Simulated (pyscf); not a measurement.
Optimised with ωB97X-D3(BJ)/def2-SVP in PySCF.

SMILES: [SiH3][O][NbH]([Cl])([Cl])[Cl]
```xyz
10

Si     0.3409    -1.0786     1.3317
O     -0.5300    -0.1956     0.1839
Nb    -1.5474     0.1081    -1.3367
Cl    -0.0520     1.4907    -2.3495
Cl    -3.3854     0.8823    -0.2428
Cl    -2.6777    -0.4283    -3.2834
H      1.7689    -0.6838     1.2249
H      0.1667    -2.5247     1.0344
H     -0.2039    -0.7425     2.6717
H     -1.3173    -1.5840    -1.4567
```

**Question.** How much does it cost (ΔH, 298 K, ωB97M-D3(BJ)/def2-TZVP) to split H₃Si–O–NbH(Cl)(Cl)–Cl (SMILES [SiH3][O][NbH]([Cl])([Cl])[Cl]) at its Nb–O bond into •O–SiH₃ + [Cl–NbH(Cl)–Cl]•?

**Answer.** Nb–O to •O–SiH₃ + [Cl–NbH(Cl)–Cl]•: 92.2 kcal/mol. The 7 functionals that were run give +91.6 (M06-2X) to +98.3 kcal/mol (PBE). The radicals are drawn with the spin at the cut bond; how far it spreads was not checked. •O–SiH₃ lies 24.9 kcal/mol over its isomer HO–SiH₂•, and others may lie lower still (electronic energy, ωB97M-D3(BJ)). Open-shell species with a d-block atom are single-reference here; other states, and whether the spin sits on metal or ligand, were not checked. Elements past Kr carry the def2 core potentials, without spin-orbit coupling.
